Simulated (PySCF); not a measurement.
C4H9FOSi3.
Numbering: `[CH2:1]=[CH:2][Si:3]1([C:4](=[CH2:5])[F:6])[SiH2:7][O:8][SiH2:9]1`

NICS = −σ at a ghost point: NICS(0) at the centroid of the ring atoms, NICS(1) 1 Å to either side along the normal of their mean plane, zz for the tensor component along that normal. Level: GIAO PBE0/pcSseg-1 (PySCF, non-relativistic, gas phase) on the GFN2-xTB geometry, one conformer.

Ring bond lengths (Å), with Mayer bond orders in brackets: Si3–Si7 2.364 (0.85), Si7–O8 1.661 (0.93), O8–Si9 1.662 (0.92), Si9–Si3 2.365 (0.84).

Question: What do the NICS probes read (ppm)?

Answer: 
```
          ring                                                      type  NICS(0)  NICS(1), two faces  NICS(1)zz, two faces  rms pucker (Å)  centre to ring atoms, mean (Å)
Si3–Si7–O8–Si9  4-membered ring with O and 3 Si; formal bonds all single     -0.2         -0.7 / -0.5             2.7 / 2.8            0.01                            1.41
```

Question: What do they say, and how far can they be read as aromaticity?

Answer: 
- Si3–Si7–O8–Si9: mean NICS(1)zz 2.8 ppm, near zero. Si3, Si7, Si9 have four or more neighbours; no verdict on aromaticity is drawn.

Question: List the ring angles and the Hirshfeld charges of the ring atoms.

Answer: 
- Si3–Si7–O8–Si9: Si3 73.4° (+0.197 e), Si7 85.0° (+0.314 e), O8 116.6° (-0.332 e), Si9 84.9° (+0.313 e); sum 359.9° against 360° for a flat convex ring.

Shape of the structure used: `[CH2:1]=[CH:2][Si:3]1([C:4](=[CH2:5])[F:6])[SiH2:7][O:8][SiH2:9]1`: C1–C2–Si3–C4 176°, C2–Si3–C4–C5 -5°.
